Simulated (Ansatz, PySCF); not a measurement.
Br₂Hf, SMILES [Br][Hf][Br], multiplicity 1.

Geometry: PBE-D3(BJ)/def2-SVP. The spin state was assumed, not searched. The def2 effective core potentials stand for the cores of Hf; spin–orbit coupling is left out.

Vertical ionisation energy (IE) and electron affinity (EA) in eV. Rows of orbital energies are one-electron estimates. Where ΔSCF, EOM or ADC give a negative EA the extra electron is unbound and the value depends on the basis.

```csv
level,IE,EA
"−ε(HOMO), −ε(LUMO), CAM-B3LYP/def2-TZVPD (PySCF)",7.15,1.79
"−ε(HOMO), −ε(LUMO), PBE/def2-TZVPD (PySCF)",5.03,4.08
"ΔSCF, CAM-B3LYP/def2-TZVPD (Ansatz), final states of multiplicity 2 and 2",…,…
"ΔSCF, PBE/def2-TZVPD (Ansatz), final states of multiplicity 2 and 2",7.44,1.32
```

Problem. What belongs in the gaps? (An estimate is asked for; the answer gives what the named calculation found.)

Solution. 
- ΔSCF, CAM-B3LYP/def2-TZVPD (Ansatz, a first-principles code), final states of multiplicity 2 and 2, IE: 7.73
- ΔSCF, CAM-B3LYP/def2-TZVPD (Ansatz), final states of multiplicity 2 and 2, EA: 1.32

Problem. What vertical singlet–triplet gap does ΔSCF give with CAM-B3LYP/def2-TZVPD (Ansatz) and with PBE/def2-TZVPD (Ansatz)? (The exact figures need the calculation; the answer reports its results.)

Solution. 0.20 and 0.13 eV (triplet above singlet where positive).
